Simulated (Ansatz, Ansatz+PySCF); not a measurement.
```xyz
2

V     0.0000    0.0000    0.0000
N     0.0000    0.0000    1.5660
```

Basis set: def2-SVP (spherical functions). Correlated methods keep 6 orbitals frozen. Correlation on ROHF uses semicanonical orbitals with singles. Charge 0, multiplicity 3.

Computed with Ansatz (development build ahead of 0.2.0); each method stands on the lowest determinant of its kind that the runs found. Restricted functionals stand beside restricted open-shell atoms, which can lie above the unrestricted atoms usual in DFT and then raise those values.

The atomization energy at this shape (free ground-state atoms in the same class of orbitals less the molecule, no zero-point energy) of triplet VN:

```csv
method,atomization energy
r²SCAN (unrestricted),5.33 eV
ωB97X (unrestricted),4.12 eV
r²SCAN (restricted open-shell),5.37 eV
ωB97X (restricted open-shell),4.16 eV
PBE (unrestricted),6.40 eV
PBE (restricted open-shell),6.50 eV
PBE0 (unrestricted),4.71 eV
PBE0 (restricted open-shell),4.65 eV
ROHF-MP2,5.55 eV
UHF,-0.92 eV
ROHF,-2.42 eV
```

Problem. What does UHF-MP2 give?

Solution. 2.40 eV. Caution: another spin multiplicity may lie lower. Caution for r²SCAN (unrestricted), PBE (unrestricted): a free atom is spin contaminated. Caution for PBE0 (unrestricted): the unrestricted determinant is spin contaminated. Caution for ROHF-MP2, ROHF: an unrestricted determinant lies well below. Caution for UHF-MP2, UHF: the unrestricted determinant is a mixture of spin states. Caution for ROHF: the molecule lies well above its atoms at this level.
